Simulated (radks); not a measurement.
I4+, 49 electrons, occupied as [Kr] 4d9.75 5s2 5p1 6s0.25 (fractional occupations, a model configuration). Method: scalar-relativistic Kohn-Sham, BLYP, spin-polarised, spherical densities, point nucleus; open shells are filled with parallel spins first (spin-orbit coupling, left out, can overturn this in heavy ions); computed with a radial shooting solver on a logarithmic mesh with Libxc functionals. Some entries of the table are withheld. Estimate them.

| orbital | occ. | eigenvalue (hartree) | <r> (bohr) |
|---|---|---|---|
| 1s up | 1 | -1214.197 | 0.02722 |
| 1s down | 1 | -1214.195 | 0.02722 |
| 2s up | 1 | -189.1406 | 0.1172 |
| 2s down | 1 | -189.1364 | 0.1172 |
| 2p up | 3 | -169.9598 | 0.1025 |
| 2p down | 3 | -169.9557 | 0.1025 |
| 3s up | 1 | -39.60758 | 0.3141 |
| 3s down | 1 | -39.60425 | 0.3141 |
| 3p up | 3 | -33.39344 | 0.3121 |
| 3p down | 3 | -33.38967 | 0.3121 |
| 3d up | 5 | -24.08525 | 0.2886 |
| 3d down | 5 | -24.08060 | 0.2886 |
| 4s up | 1 | -8.41304 | 0.7381 |
| 4s down | 1 | -8.39893 | 0.7381 |
| 4p up | 3 | (1) | 0.7890 |
| 4p down | 3 | (2) | 0.7887 |
| 4d up | 5 | (3) | 0.9085 |
| 4d down | 4.75 | (4) | 0.9068 |
| 5s up | 1 | -2.19195 | 1.769 |
| 5s down | 1 | -2.15373 | 1.769 |
| 5p up | 1 | -1.71194 | (5) |
| 5p down | 0 | -1.67357 | (6) |
| 6s up | 0.25 | -0.94558 | 3.566 |

Answer. 
(1) 4p up eigenvalue (hartree): -6.45913
(2) 4p down eigenvalue (hartree): -6.44480
(3) 4d up eigenvalue (hartree): -3.60358
(4) 4d down eigenvalue (hartree): -3.58736
(5) 5p up <r> (bohr): 2.008
(6) 5p down <r> (bohr): 2.016
